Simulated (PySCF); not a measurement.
How methods differ on the excitation energy of Tc

Tc [Kr] 4d5 5s2 (6S) → Tc [Kr] 4d6 5s1 (6D), as a difference of total energies. All numbers are calculated (PySCF 2.14, the spin-free X2C one-electron Hamiltonian (Gaussian nucleus), in x2c-TZVPPall). Correlated levels: valence: [Kr] frozen; valence and next inner shell: [Ar] 3d10 frozen. The calculations carry no spin-orbit coupling.

```
                            method  excitation energy (eV)
                               UHF                   0.706
                               LDA                  -0.076
                               PBE                  -0.245
                              PBE0                  -0.105
                            r2SCAN                  -0.168
                             B97-3                   0.303
                            B2PLYP                   0.270
                           r2SCAN0                   0.003
                     MP2 (valence)                   0.378
                 SCS-MP2 (valence)                   0.326
MP2 (valence and next inner shell)                   0.435
```

Task: Estimate what BHandHLYP gives.

Result: 0.309 eV, closest to B97-3 among the rows shown.

Task: Estimate what SCS-MP2 (valence and next inner shell) gives.

Result: 0.508 eV, closest to MP2 (valence and next inner shell) among the rows shown.

Errors of the correlated levels include the incompleteness of this basis and the frozen core.

For comparison: 0.406 eV (measured; NIST levels, between the centres of gravity of the two terms).
